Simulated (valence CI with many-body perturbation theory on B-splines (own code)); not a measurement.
**Nd27+: electric-dipole lines**

Calculated by relativistic CI+MBPT: five valence electrons over a frozen Dirac-Fock core [Ar] 3d10, a basis of 11 s, 11 p, 10 d, 8 f, 5 g, 2 h functions for each j, with the one-electron correlation potential Σ1 (screened to all orders), the two-electron term Σ2, the three-electron term Σ3, Breit, model QED; selected single and double excitations, second order for the rest, scaled by the run's own slope (own B-spline code, finite nucleus).

The last digits are not significant, and no measured levels were compared; by estimate large intervals hold to a few tenths of a per cent, small ones and those within an open d or f shell to about a per cent. Among the levels kept, up to 2000 cm⁻¹ of a level comes from second order outside the variational space, and about a tenth of that is noise between levels of different J, which matters for small intervals.

Lines 201 to 250 of 553 in falling wavelength, among levels below 294.60 eV, chosen from the strongest by gf and those to the six lowest levels. Wavelengths and rates use the calculated energies. Electric multipoles are in the length gauge, E1 and E2 with the static RPA response of the core. Weak lines are less certain than strong ones. Lines between different terms over intervals too small for the method are left out, as are lines whose strength nearly cancels. Where a level lies close to another of its J and parity, the split of strength between their lines is uncertain. The highest levels of a list are the least certain.

Levels are named by their leading jj configuration (3d3/2^4 stands for four electrons in 3d with j = 3/2), which in mixed levels can hold well under half, so a name can repeat and another be missing. Letters in brackets count levels of one name in rising energy.

```
λ vac (nm)                               Upper                               Lower   A (s⁻¹)  S (a.u.) with core polarisation  S without
     10.46          (4s^2 4p1/2 4d5/2^2) J=3/2  (4s^2 4p1/2 4p3/2 4d3/2) J=1/2 [c]  5.16e+10                         1.16e-01   1.24e-01
     10.45  (4s^2 4p1/2 4p3/2 4d5/2) J=3/2 [b]          (4s^2 4p1/2 4p3/2^2) J=1/2  1.18e+11                         2.65e-01   2.83e-01
     10.45  (4s^2 4p1/2 4p3/2 4f7/2) J=9/2 [b]  (4s^2 4p1/2 4p3/2 4d5/2) J=7/2 [b]  2.30e+10                         1.29e-01   1.37e-01
     10.43      (4s^2 4p1/2 4d3/2 4d5/2) J=9/2      (4s^2 4p1/2 4p3/2 4d3/2) J=7/2  3.42e+10                         1.92e-01   2.05e-01
     10.43          (4s^2 4p1/2 4d5/2^2) J=1/2      (4s^2 4p1/2 4p3/2 4d5/2) J=1/2  5.89e+10                         6.61e-02   7.04e-02
     10.43  (4s^2 4p1/2 4d3/2 4d5/2) J=3/2 [b]  (4s^2 4p1/2 4p3/2 4d5/2) J=3/2 [a]  8.94e+10                         2.00e-01   2.13e-01
     10.42          (4s^2 4p1/2 4d5/2^2) J=3/2  (4s^2 4p1/2 4p3/2 4d3/2) J=5/2 [b]  2.64e+10                         5.90e-02   6.32e-02
     10.42      (4s^2 4p3/2 4d3/2^2) J=3/2 [c]          (4s^2 4p3/2^2 4d3/2) J=5/2  1.27e+11                         2.84e-01   3.03e-01
     10.42  (4s^2 4p1/2 4d3/2 4d5/2) J=7/2 [a]  (4s^2 4p1/2 4p3/2 4d3/2) J=5/2 [a]  2.84e+10                         1.27e-01   1.35e-01
     10.41  (4s^2 4p3/2 4d3/2 4d5/2) J=5/2 [b]      (4s^2 4p3/2^2 4d3/2) J=3/2 [a]  2.11e+10                         7.06e-02   7.57e-02
     10.39      (4s^2 4p1/2 4p3/2 4f7/2) J=3/2                  (4s 4p3/2^4) J=1/2  3.59e+10                         7.95e-02   8.47e-02
     10.38  (4s^2 4p1/2 4p3/2 4d5/2) J=7/2 [b]          (4s^2 4p1/2 4p3/2^2) J=5/2  1.27e+11                         5.62e-01   5.98e-01
     10.38  (4s 4p1/2 4p3/2^2 4d5/2) J=3/2 [a]        (4s 4p1/2 4p3/2^3) J=3/2 [a]  6.85e+10                         1.51e-01   1.61e-01
     10.38          (4s^2 4p3/2 4d5/2^2) J=7/2          (4s^2 4p3/2^2 4d5/2) J=7/2  3.14e+10                         1.39e-01   1.49e-01
     10.35          (4s^2 4p3/2 4d5/2^2) J=5/2          (4s^2 4p3/2^2 4d5/2) J=7/2  3.24e+10                         1.06e-01   1.14e-01
     10.34  (4s 4p1/2^2 4p3/2 4d5/2) J=7/2 [a]          (4s 4p1/2^2 4p3/2^2) J=5/2  8.87e+10                         3.87e-01   4.12e-01
     10.31      (4s^2 4p1/2 4d3/2 4d5/2) J=1/2        (4s 4p1/2 4p3/2^3) J=3/2 [b]  7.51e+10                         8.13e-02   8.69e-02
     10.31  (4s 4p1/2 4p3/2^2 4d3/2) J=3/2 [b]          (4s 4p1/2^2 4p3/2^2) J=1/2  3.48e+10                         7.54e-02   8.06e-02
     10.30  (4s 4p1/2 4p3/2^2 4d5/2) J=3/2 [f]        (4s 4p1/2 4p3/2^3) J=3/2 [b]  7.88e+10                         1.70e-01   1.82e-01
     10.29          (4s^2 4p1/2 4d3/2^2) J=1/2  (4s^2 4p1/2 4p3/2 4d3/2) J=1/2 [b]  1.04e+11                         1.12e-01   1.20e-01
     10.29  (4s 4p1/2 4p3/2^2 4d5/2) J=3/2 [d]  (4s^2 4p1/2 4p3/2 4d3/2) J=3/2 [a]  6.19e+10                         1.33e-01   1.42e-01
     10.28      (4s^2 4p1/2 4p3/2 4d5/2) J=1/2          (4s^2 4p1/2 4p3/2^2) J=1/2  1.97e+11                         2.12e-01   2.26e-01
     10.28  (4s 4p1/2 4p3/2^2 4d5/2) J=3/2 [c]            (4s 4p1/2 4p3/2^3) J=5/2  5.25e+10                         1.12e-01   1.20e-01
     10.27          (4s^2 4p1/2 4d5/2^2) J=1/2  (4s^2 4p1/2 4p3/2 4d5/2) J=3/2 [b]  2.97e+11                         3.17e-01   3.38e-01
     10.26  (4s^2 4p1/2 4p3/2 4f7/2) J=5/2 [b]  (4s^2 4p1/2 4p3/2 4d5/2) J=3/2 [b]  9.80e+10                         3.14e-01   3.32e-01
     10.25  (4s 4p1/2 4p3/2^2 4d3/2) J=5/2 [b]          (4s 4p1/2^2 4p3/2^2) J=3/2  8.74e+10                         2.79e-01   2.98e-01
     10.25  (4s^2 4p1/2 4d3/2 4d5/2) J=5/2 [a]  (4s^2 4p1/2 4p3/2 4d3/2) J=5/2 [a]  3.90e+10                         1.24e-01   1.33e-01
     10.24  (4s^2 4p1/2 4p3/2 4d3/2) J=5/2 [b]          (4s^2 4p1/2 4p3/2^2) J=3/2  7.56e+08                         2.40e-03   2.59e-03
     10.23  (4s^2 4p1/2 4d3/2 4d5/2) J=7/2 [b]      (4s^2 4p1/2 4p3/2 4d5/2) J=9/2  1.70e+10                         7.18e-02   7.66e-02
     10.23  (4s^2 4p1/2 4d3/2 4d5/2) J=3/2 [a]  (4s^2 4p1/2 4p3/2 4d3/2) J=5/2 [a]  2.95e+10                         6.22e-02   6.65e-02
     10.22          (4s^2 4p1/2^2 4f7/2) J=7/2          (4s^2 4p1/2^2 4d5/2) J=5/2  3.64e+10                         1.54e-01   1.62e-01
     10.22  (4s 4p1/2 4p3/2^2 4d5/2) J=5/2 [c]        (4s 4p1/2 4p3/2^3) J=3/2 [a]  3.36e+10                         1.06e-01   1.13e-01
     10.21  (4s^2 4p1/2 4p3/2 4f5/2) J=7/2 [b]  (4s^2 4p1/2 4p3/2 4d5/2) J=7/2 [b]  3.07e+10                         1.29e-01   1.37e-01
     10.20  (4s 4p1/2 4p3/2^2 4d5/2) J=7/2 [d]            (4s 4p1/2 4p3/2^3) J=5/2  1.11e+11                         4.66e-01   4.96e-01
     10.20  (4s^2 4p1/2 4p3/2 4d3/2) J=1/2 [c]          (4s^2 4p1/2 4p3/2^2) J=3/2  4.49e+10                         4.71e-02   5.03e-02
     10.19  (4s 4p1/2 4p3/2^2 4d5/2) J=1/2 [b]  (4s^2 4p1/2 4p3/2 4d3/2) J=1/2 [a]  1.47e+11                         1.54e-01   1.64e-01
     10.18          (4s^2 4p1/2 4d5/2^2) J=7/2  (4s^2 4p1/2 4p3/2 4d5/2) J=7/2 [a]  6.87e+10                         2.86e-01   3.05e-01
     10.17          (4s^2 4p3/2^2 4d5/2) J=1/2                (4s^2 4p3/2^3) J=3/2  4.20e+11                         4.36e-01   4.66e-01
     10.17        (4s 4p3/2^3 4d3/2) J=3/2 [a]  (4s^2 4p1/2 4p3/2 4d5/2) J=5/2 [a]  3.07e+10                         6.38e-02   6.82e-02
     10.16          (4s^2 4p3/2^2 4f5/2) J=7/2          (4s^2 4p3/2^2 4d3/2) J=5/2  2.50e+10                         1.03e-01   1.11e-01
     10.15  (4s^2 4p3/2 4d3/2 4d5/2) J=5/2 [b]          (4s^2 4p3/2^2 4d5/2) J=7/2  2.19e+11                         6.79e-01   7.26e-01
     10.14  (4s 4p1/2 4p3/2^2 4d5/2) J=5/2 [e]            (4s 4p1/2 4p3/2^3) J=5/2  8.43e+10                         2.60e-01   2.77e-01
     10.14  (4s 4p1/2 4p3/2^2 4d3/2) J=3/2 [b]          (4s 4p1/2^2 4p3/2^2) J=3/2  4.83e+10                         9.93e-02   1.06e-01
     10.13  (4s^2 4p1/2 4p3/2 4d3/2) J=3/2 [b]          (4s^2 4p1/2 4p3/2^2) J=3/2  8.90e+10                         1.83e-01   1.95e-01
     10.13  (4s^2 4p1/2 4p3/2 4f5/2) J=3/2 [b]  (4s^2 4p1/2 4p3/2 4d3/2) J=3/2 [b]  6.46e+10                         1.33e-01   1.41e-01
     10.13          (4s^2 4p1/2 4d5/2^2) J=3/2  (4s^2 4p1/2 4p3/2 4d5/2) J=3/2 [a]  6.14e+10                         1.26e-01   1.35e-01
     10.09  (4s^2 4p1/2 4p3/2 4f7/2) J=5/2 [a]  (4s^2 4p1/2 4p3/2 4d5/2) J=7/2 [b]  2.49e+10                         7.58e-02   8.11e-02
     10.09      (4s^2 4p1/2 4d3/2 4d5/2) J=1/2  (4s^2 4p1/2 4p3/2 4d3/2) J=1/2 [b]  1.47e+11                         1.48e-01   1.59e-01
     10.08  (4s^2 4p1/2 4p3/2 4f7/2) J=7/2 [a]  (4s^2 4p1/2 4p3/2 4d5/2) J=5/2 [a]  4.99e+10                         2.02e-01   2.13e-01
     10.08  (4s 4p1/2 4p3/2^2 4d5/2) J=3/2 [f]  (4s^2 4p1/2 4p3/2 4d3/2) J=1/2 [b]  6.64e+10                         1.34e-01   1.43e-01
```
